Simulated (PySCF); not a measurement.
System: CH5OSi, charge 0, multiplicity 2. It need not be the lowest isomer of its formula. 
Geometry from a B3LYP-D3(BJ)/def2-TZVP (Ansatz) optimisation:
```xyz
8

Si     0.9337     0.3533     0.1764
O     -0.3539    -0.5172    -0.4117
C     -1.6427    -0.3591    -0.0181
H      2.0781     0.0100    -0.6869
H      1.2078    -0.0159     1.5839
H      0.6310     1.8029     0.1078
H     -1.9544     0.5968     0.3864
H     -2.3473    -1.0475    -0.4592
```
Charge 0, spin multiplicity 2.

Dispersion corrections to the total energy (kcal/mol) from the dftd3 and dftd4 libraries through PySCF: D3(BJ) without and D4 with the three-body term, each with the damping fitted for the functional named.

```json
[
 {"functional": "BHLYP", "D3(BJ)": "-3.91", "D4": "-3.18"},
 {"functional": "B2PLYP", "D3(BJ)": "(withheld)", "D4": "-1.87"},
 {"functional": "B2GP-PLYP", "D3(BJ)": "-1.90", "D4": "-1.11"},
 {"functional": "HSE06", "D3(BJ)": "-1.82", "D4": "-2.08"},
 {"functional": "HF", "D3(BJ)": "-24.25", "D4": "(withheld)"},
 {"functional": "CAM-B3LYP", "D3(BJ)": "-2.18", "D4": "-2.25"},
 {"functional": "r2SCAN", "D3(BJ)": "-0.76", "D4": "(withheld)"}
]
```

### Question
What belongs in the gaps?

### Answer

- B2PLYP, D3(BJ): -2.30
- HF, D4: -10.29
- r2SCAN, D4: -0.64
